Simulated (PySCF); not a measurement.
The free ion Pd4+ in its d6 configuration.

Method (PySCF 2.14, density fitting): CASSCF(6,5) with orbitals averaged over all microstates of the shell, strongly contracted NEVPT2 on the averaged canonical orbitals; basis x2c-TZVPall; spin-free X2C; gas phase; spin-orbit coupling by state interaction with the mean-field operator over all roots.

CASSCF energies above the lowest CASSCF root:

```
state  CASSCF / cm⁻¹
   5D              0
   3H          21207
   3P          23908
   3F          24388
   3G          26441
   1I          31811
   3D          33768
   1G          33784
   1S          39249
   1D          41500
   1F          47512
   3F          55913
   3P          56393
   1G          63537
   1D          85130
   1S         110748
```

Task: How does dynamic correlation (SC-NEVPT2) move these states?

Result: 
```tsv
state	NEVPT2 / cm⁻¹	shift / cm⁻¹
5D	0	0
3H	19768	-1439
3P	21056	-2852
3F	22044	-2344
3G	24268	-2173
1I	29740	-2071
3D	30500	-3267
1G	31380	-2404
1S	36240	-3010
1D	36346	-5154
1F	42532	-4979
3F	50745	-5168
3P	50510	-5883
1G	57517	-6020
1D	76808	-8322
1S	100386	-10362
```

In the ligand-field fit B goes from 1047 to 929 cm⁻¹, C goes from 4255 to 3918 cm⁻¹.

These are spin-free levels; spin-orbit coupling mixes and splits them, by more than some of the gaps here.
